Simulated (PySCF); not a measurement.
SMILES CB(C)[SiH](F)F, CAM-B3LYP/def2-SVP optimised geometry.

```
13

Si     0.58    -1.59     0.00
F      2.21    -1.59     0.00
F      0.14    -2.36    -1.35
B     -0.12     0.31     0.00
C     -1.49     0.61    -0.70
C      0.70     1.42     0.73
H      0.16    -2.44     1.14
H     -2.21    -0.22    -0.73
H     -1.20     0.79    -1.76
H     -1.98     1.53    -0.35
H      0.46     2.44     0.41
H      1.79     1.26     0.73
H      0.38     1.35     1.79
```

Density from CAM-B3LYP/def2-TZVP (PySCF) at that geometry.

Minimum of the electron density along straight lines between bonded atoms, close to the bond critical point (lines longer than 1.1 times the sum of covalent radii, or with two minima, are not listed):

| bond | length / Å | ρ at the minimum / e bohr⁻³ | ∇²ρ there / e bohr⁻⁵ | position (fraction from the first atom) |
|---|---|---|---|---|
| Si1–F2 | 1.623 | 0.131 | 0.88 | 0.42 |
| Si1–F3 | 1.623 | 0.131 | 0.88 | 0.42 |
| Si1–B4 | 2.021 | 0.123 | -0.15 | 0.39 |
| B4–C5 | 1.561 | 0.192 | -0.32 | 0.33 |
| B4–C6 | 1.562 | 0.192 | -0.34 | 0.33 |
| Si1–H7 | 1.488 | 0.126 | 0.11 | 0.49 |
| C5–H8 | 1.100 | 0.269 | -0.90 | 0.64 |
| C5–H9 | 1.111 | 0.256 | -0.81 | 0.64 |
| C5–H10 | 1.101 | 0.269 | -0.89 | 0.64 |
| C6–H11 | 1.101 | 0.269 | -0.89 | 0.64 |
| C6–H12 | 1.100 | 0.270 | -0.90 | 0.64 |
| C6–H13 | 1.110 | 0.256 | -0.81 | 0.64 |
